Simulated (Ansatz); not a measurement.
Reaction (cleavage of the Si–Al bond): `[AlH2][SiH3]` + `NB(O)Cl` → `NB(Cl)O[SiH3]` + `[AlH3]`

Isolated molecules relaxed with PBE0-D4/def2-TZVP in Ansatz; ΔE leaves out vibrations. CCSD(T)/CBS adds triple-zeta CCSD(T) − MP2 to the extrapolated MP2 energy (def2 sets, frozen cores). This one scheme is used for every species. DFT in def2-TZVPP. B3LYP here is the variant with VWN-RPA as its local correlation; programs differ in this. Each species was taken in one conformer, which may not be the lowest.

```tsv
level	ΔE (kcal/mol)
BLYP-D4	-17.5
B3LYP-D4	-18.4
PBE0	-12.7
B3LYP	-17.3
RPA@PBE/def2-TZVPP	-18.2
MP2/def2-TZVPP	-19.9
SCS-MP2/def2-QZVPP	-21.1
HF/CBS(def2)	-23.8
```

**Question.** What does CCSD(T)/CBS give? (Estimate.)

**Answer.** The calculation gave: -18.0 kcal/mol. The listed levels differ from it by 0.5, -0.4, 5.3, 0.7, -0.2, -1.9, -3.1, -5.8 kcal/mol.

Largest T1 diagnostic among the species: 0.012.

From PBE to PBE0 (25 % exact exchange), in def2-TZVPP and without D4, ΔE moves by −1.9 kcal/mol. Leaving LDA and LC-ωPBE aside and taking each functional with its dispersion term where it has one, the values, not all of them listed here, spread over 9.2 kcal/mol, from BHLYP-D4 to PBE-D4. LDA lies −1.1 kcal/mol from PBE without D4.
